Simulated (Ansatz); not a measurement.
```xyz
6

C    -0.0054   -0.0155   -1.2220
C     0.0196    0.0424    0.2962
N     0.0197   -0.0454    1.4422
H    -0.0057   -1.0570   -1.5982
H    -0.8824    0.4746   -1.5293
H     0.8824    0.4850   -1.5936
```

Basis set: 6-31G (spherical functions). Left uncorrelated: 3 orbitals. Charge 0, multiplicity 1.

Computed with Ansatz (development build ahead of 0.2.0); each method stands on the lowest determinant of its kind that the runs found. Restricted open shells among the atoms or ions are ROHF, correlated in semicanonical orbitals with singles.

Q: Give the atomization energy at this shape (free ground-state atoms in the same class of orbitals less the molecule, no zero-point energy) of singlet C₂H₃N by RHF-MP2, RHF.

A:

| method | atomization energy |
| --- | --- |
| RHF-MP2 | 532.85 kcal/mol |
| RHF | 395.34 kcal/mol |

This basis has no polarisation functions and is too small for such energies, which can lie far from measured ones in either direction.
